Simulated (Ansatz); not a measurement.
`FCC=C=[Se]` + H₂ → `C=C=[Se]` + `CF` at 500 K and 1 bar (hydrogenolysis of a C–C bond).

Computed with Ansatz on PBE0-D4/def2-TZVP structures; ΔE is electronic, products minus reactants. CBS: MP2 limit from def2 TZ/QZ plus the TZ coupled-cluster correction, frozen cores. This one scheme is used for every species. For Se outer-core shells are correlated without core-valence functions, which leaves a few kJ/mol of doubt a bond. Scalar relativity is left out up to krypton. One conformer a species, not always the lowest.

```
     species  CCSD(T)/CBS energy (Eh)  H − E (kJ/mol)  S (J/(mol·K))
`FCC=C=[Se]`              -2616.38582           170.7          380.9
          H₂                 -1.17544            41.0          145.5
  `C=C=[Se]`              -2477.94723           100.6          297.3
        `CF`               -139.63461           122.2          244.8
```

H − E and S are ideal-gas, rigid-rotor, harmonic terms from PBE0-D4/def2-TZVP, for one conformer and one mirror image of each species. The MP2-based limit puts H₂ 0.8 mEh under its directly extrapolated value; such offsets cancel only in part. 1 Eh = 2625.50 kJ/mol, R = 8.31446 J/(mol·K).

By hand: ΔE, ΔH, ΔS and ΔG.

ΔE = (-2477.94723) + (-139.63461) − (-2616.38582) − (-1.17544) = -0.02058 Eh = -54.0 kJ/mol. Δ(H − E) = 100.6 + 122.2 − 170.7 − 41.0 = 11.1, so ΔH = -42.9 kJ/mol. ΔS = 297.3 + 244.8 − 380.9 − 145.5 = 15.7 J/(mol·K). ΔG = -42.9 − 500 × (15.7)/1000 = -50.8 kJ/mol.

By hand: the equilibrium constant, and the temperature at which ΔG would vanish if ΔH and ΔS stayed fixed.

log₁₀ K = −ΔG/(RT ln 10) = 5.3. ΔH and −TΔS have one sign here, so there is no such temperature.

ΔH outweighs TΔS. A doubt of 5 kJ/mol in ΔE shifts log₁₀ K by 0.5 here. Other conformers and mirror images would add mixing entropy, several J/(mol·K) or more a flexible species. These are equilibria of isolated gas molecules and say nothing of rates. Largest T1 diagnostic: 0.016 (customary marks: 0.02 for closed shells, 0.045 for open ones).
